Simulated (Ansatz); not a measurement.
B(F)(SeH)2 (BFH2Se2), SMILES FB([SeH])[SeH].

The structure is a stationary point at B3LYP-D3(BJ)/def2-SVP. This is a generated structure with no PubChem entry under its InChIKey; it may be hypothetical. Other conformers were not sampled.

Two levels are set side by side: PBE/def2-SVPD (Ansatz, a first-principles code) and CAM-B3LYP/def2-SVPD (Ansatz). Energy differences of separate SCF runs at the same geometry; the states with an electron removed or added have multiplicity 2 and 2. Differences are taken from unrounded values.

```csv
quantity,CAM-B3LYP
vertical ionisation energy (eV),9.43
vertical singlet–triplet gap (eV),4.87
```

### Question
What does PBE give, and how far is it from CAM-B3LYP? (Estimate from the structure and the level; the computed values follow.)

### Answer

```
quantity                            PBE  PBE minus CAM-B3LYP
---------------------------------  ----  -------------------
vertical ionisation energy (eV)    9.01                -0.42
vertical singlet–triplet gap (eV)  4.41                -0.45
```
